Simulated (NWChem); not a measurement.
System: GaHClF; SMILES [GaH]([Cl])[F]

Input file for NWChem:

```
start job
memory heap 200 mb stack 900 mb global 1100 mb
geometry units angstroms
  Ga    -0.346209    -0.465674     0.001885
  H     -1.806112    -0.969023     0.008167
  F      0.989508    -1.588975    -0.000904
  Cl     0.256866     1.578723    -0.000338
end
basis spherical
  Ga library def2-svp
  H library def2-svp
  F library def2-svp
  Cl library def2-svp
end
dft
  xc xcamb88 1.00 lyp 0.81 vwn_5 0.19 hfexch 1.00
  cam 0.33 cam_alpha 0.19 cam_beta 0.46
  iterations 150
end
driver
  maxiter 120
end
task dft optimize
task dft freq
```

NWChem printed, in part:

```
             Northwest Computational Chemistry Package (NWChem) 7.3.0
             --------------------------------------------------------

 CS  symmetry detected

                             Geometry "geometry" -> ""
                             -------------------------

 Output coordinates in angstroms (scale by  1.889725989 to convert to a.u.)

  No.       Tag          Charge          X              Y              Z
 ---- ---------------- ---------- -------------- -------------- --------------
    1 Ga                  31.0000    -0.36820180    -0.40799589     0.00000000
    2 H                    1.0000    -1.83914904    -0.87812897     0.00000000
    3 F                    9.0000     0.94171629    -1.56128136     0.00000000
    4 Cl                  17.0000     0.28105636     1.62220787     0.00000000

 Effective nuclear repulsion energy (a.u.)     255.3631943811

      Symmetry information
      --------------------

 Group name             Cs
 Group number              2
 Group order               2
 No. of unique centers     4

                                Z-matrix (autoz)
                                --------

 Units are Angstrom for bonds and degrees for angles

      Type          Name      I     J     K     L     M      Value
      ----------- --------  ----- ----- ----- ----- ----- ----------
    1 Stretch                  1     2                       1.54425
    2 Stretch                  1     3                       1.74527
    3 Stretch                  1     4                       2.13149
    4 Bend                     2     1     3               120.91395
    5 Bend                     2     1     4               125.45878
    6 Bend                     3     1     4               113.62727
    7 Torsion                  2     1     3     4         180.00000
    8 Torsion                  2     1     4     3         180.00000
    9 Torsion                  3     1     2     4         180.00000
   10 Torsion                  2     4     1     3         180.00000
   11 Torsion                  3     2     1     4         180.00000
   12 Torsion                  2     3     1     4         180.00000

                           NWChem Geometry Optimization
                           ----------------------------

 maximum gradient threshold         (gmax) =   0.000450
 rms gradient threshold             (grms) =   0.000300
 maximum cartesian step threshold   (xmax) =   0.001800
 rms cartesian step threshold       (xrms) =   0.001200
 fixed trust radius                (trust) =   0.300000
 source of zmatrix                         =   autoz

          -------------------
          Energy Minimization
          -------------------

 Using diagonal initial Hessian
 Scaling for Hessian diagonals: bonds = 1.00  angles = 0.25  torsions = 0.10

          --------
          Step   0

                                 NWChem DFT Module
                                 -----------------

 Summary of "ao basis" -> "ao basis" (spherical)
 ------------------------------------------------------------------------------
       Tag                 Description            Shells   Functions and Types
 ---------------- ------------------------------  ------  ---------------------
 Ga                         def2-svp                12       32   5s4p3d
 H                          def2-svp                 3        5   2s1p
 F                          def2-svp                 6       14   3s2p1d
 Cl                         def2-svp                 8       18   4s3p1d

      Symmetry analysis of basis
      --------------------------

        a'         49
        a"         20

            General Information
            -------------------
          SCF calculation type: DFT
          Wavefunction type:  closed shell.
          No. of atoms     :     4
          No. of electrons :    58
           Alpha electrons :    29
            Beta electrons :    29
          Charge           :     0
          Spin multiplicity:     1
          Use of symmetry is: on ; symmetry adaption is: on
          Maximum number of iterations: 150
          AO basis - number of functions:    69
                     number of shells:    29
          Convergence on energy requested:  1.00D-06
          Convergence on density requested:  1.00D-05
          Convergence on gradient requested:  5.00D-04

              XC Information
              --------------
                     Hartree-Fock (Exact) Exchange  1.000
                   CAM-Becke88 Exchange Functional  1.000
                      VWN V Correlation Functional  0.190 local
              Lee-Yang-Parr Correlation Functional  0.810

           Range-Separation Parameters
           ---------------------------
           Alpha           :  0.19
           Beta            :  0.46
           Gamma           :  0.33
           Short-Range HF  :     F

[...]

      ----------------------
      Optimization converged
      ----------------------

  Step       Energy      Delta E   Gmax     Grms     Xrms     Xmax
  ---- ---------------- -------- -------- -------- -------- --------
@    2   -2485.22355586 -1.6D-06  0.00032  0.00015  0.00048  0.00102
                                     ok       ok       ok       ok

                                Z-matrix (autoz)
                                --------

 Units are Angstrom for bonds and degrees for angles

      Type          Name      I     J     K     L     M      Value     Gradient
      ----------- --------  ----- ----- ----- ----- ----- ---------- ----------
    1 Stretch                  1     2                       1.53979    0.00022
    2 Stretch                  1     3                       1.73879   -0.00032
    3 Stretch                  1     4                       2.12735    0.00032
    4 Bend                     2     1     3               120.78585    0.00006
    5 Bend                     2     1     4               125.62692   -0.00007
    6 Bend                     3     1     4               113.58723    0.00001
    7 Torsion                  2     1     3     4         180.00000    0.00000
    8 Torsion                  2     1     4     3         180.00000    0.00000
    9 Torsion                  3     1     2     4         180.00000    0.00000
   10 Torsion                  2     4     1     3         180.00000    0.00000
   11 Torsion                  3     2     1     4         180.00000    0.00000
   12 Torsion                  2     3     1     4         180.00000    0.00000

                         Geometry "geometry" -> "geometry"
                         ---------------------------------

 Output coordinates in angstroms (scale by  1.889725989 to convert to a.u.)

  No.       Tag          Charge          X              Y              Z
 ---- ---------------- ---------- -------------- -------------- --------------
    1 Ga                  31.0000    -0.36837733    -0.40745553     0.00000000
    2 H                    1.0000    -1.83413687    -0.87914109     0.00000000
    3 F                    9.0000     0.93639520    -1.55678916     0.00000000
    4 Cl                  17.0000     0.28154082     1.61818743     0.00000000

 Effective nuclear repulsion energy (a.u.)     256.0477524917

      Symmetry information
      --------------------

 Group name             Cs
 Group number              2
 Group order               2
 No. of unique centers     4

                Final and change from initial internal coordinates
                --------------------------------------------------

                                Z-matrix (autoz)
                                --------

 Units are Angstrom for bonds and degrees for angles

[...]

 Rotational Constants
 --------------------
 A=   0.523983 cm-1  (  0.753878 K)
 B=   0.112533 cm-1  (  0.161906 K)
 C=   0.092638 cm-1  (  0.133282 K)

 Temperature                      =   298.15K
 frequency scaling parameter      =   1.0000

 Zero-Point correction to Energy  =    6.433 kcal/mol  (  0.010252 au)
 Thermal correction to Energy     =    9.065 kcal/mol  (  0.014445 au)
 Thermal correction to Enthalpy   =    9.657 kcal/mol  (  0.015389 au)

 Total Entropy                    =   70.085 cal/mol-K
   - Translational                =   40.339 cal/mol-K (mol. weight = 123.9008)
   - Rotational                   =   25.183 cal/mol-K (symmetry #  =        1)
   - Vibrational                  =    4.563 cal/mol-K

 Cv (constant volume heat capacity) =   12.308 cal/mol-K
   - Translational                  =    2.979 cal/mol-K
   - Rotational                     =    2.979 cal/mol-K
   - Vibrational                    =    6.350 cal/mol-K

[normal modes left out]

 ----------------------------------------------------------------------------
 Normal Eigenvalue ||           Projected Infra Red Intensities
  Mode   [cm**-1]  || [atomic units] [(debye/angs)**2] [(KM/mol)] [arbitrary]
 ------ ---------- || -------------- ----------------- ---------- -----------
    1       -0.000 ||    0.000013           0.000         0.013       0.004
    2       -0.000 ||    0.002231           0.051         2.175       0.687
    3       -0.000 ||    0.000575           0.013         0.560       0.177
    4        0.000 ||    0.002887           0.067         2.814       0.889
    5        0.000 ||    0.000570           0.013         0.556       0.176
    6        0.000 ||    0.000275           0.006         0.268       0.085
    7      182.482 ||    0.018810           0.434        18.337       5.792
    8      446.221 ||    0.053992           1.246        52.634      16.625
    9      468.835 ||    0.062028           1.431        60.468      19.099
   10      601.848 ||    0.123191           2.842       120.093      37.933
   11      735.291 ||    0.054511           1.258        53.140      16.785
   12     2067.583 ||    0.070631           1.630        68.855      21.749
 ----------------------------------------------------------------------------
```

Level: CAM-B3LYP/def2-SVP.
